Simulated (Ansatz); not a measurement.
Consider the formal exchange of groups at the Si–Si bond: `[SiH3][SiH]1BC1` + `CC[SiH3]` → `CC[SiH2][SiH3]` + `B1C[SiH2]1`.

Isolated molecules relaxed with PBE0-D4/def2-TZVP in Ansatz; ΔE leaves out vibrations. CBS: MP2 limit from def2 TZ/QZ plus the TZ coupled-cluster correction, frozen cores. DFT in def2-TZVPP. Each species was taken in one conformer, which may not be the lowest.

```json
{"level": "PBE0-D4", "ΔE (kJ/mol)": "10.0", "difference from CCSD(T)/CBS": "-0.8"}
{"level": "CAM-B3LYP-D4", "ΔE (kJ/mol)": "9.4", "difference from CCSD(T)/CBS": "-1.4"}
{"level": "ωB97X-V", "ΔE (kJ/mol)": "9.9", "difference from CCSD(T)/CBS": "-0.9"}
{"level": "B2PLYP", "ΔE (kJ/mol)": "11.6", "difference from CCSD(T)/CBS": "0.8"}
{"level": "PBE-QIDH", "ΔE (kJ/mol)": "11.8", "difference from CCSD(T)/CBS": "1.0"}
{"level": "PBE", "ΔE (kJ/mol)": "10.4", "difference from CCSD(T)/CBS": "-0.4"}
{"level": "BLYP", "ΔE (kJ/mol)": "10.9", "difference from CCSD(T)/CBS": "0.1"}
{"level": "r2SCAN0", "ΔE (kJ/mol)": "11.5", "difference from CCSD(T)/CBS": "0.7"}
{"level": "RPA@PBE/def2-TZVPP", "ΔE (kJ/mol)": "10.4", "difference from CCSD(T)/CBS": "-0.4"}
{"level": "HF/def2-SVP", "ΔE (kJ/mol)": "13.1", "difference from CCSD(T)/CBS": "2.3"}
{"level": "CCSD/def2-SVP", "ΔE (kJ/mol)": "10.6", "difference from CCSD(T)/CBS": "-0.2"}
{"level": "MP2/def2-TZVPP", "ΔE (kJ/mol)": "12.6", "difference from CCSD(T)/CBS": "1.8"}
{"level": "CCSD/def2-TZVPP", "ΔE (kJ/mol)": "10.6", "difference from CCSD(T)/CBS": "-0.2"}
{"level": "HF/def2-QZVPP", "ΔE (kJ/mol)": "12.8", "difference from CCSD(T)/CBS": "2.0"}
{"level": "SCS-MP2/def2-QZVPP", "ΔE (kJ/mol)": "12.2", "difference from CCSD(T)/CBS": "1.4"}
{"level": "HF/CBS(def2)", "ΔE (kJ/mol)": "12.7", "difference from CCSD(T)/CBS": "1.9"}
{"level": "CCSD(T)/CBS", "ΔE (kJ/mol)": "10.8", "difference from CCSD(T)/CBS": "0"}
```

Largest T1 diagnostic among the species: 0.014.

Leaving LDA and LC-ωPBE aside and taking each functional with its dispersion term where it has one, the values spread over 2.4 kJ/mol, from CAM-B3LYP-D4 to PBE-QIDH.
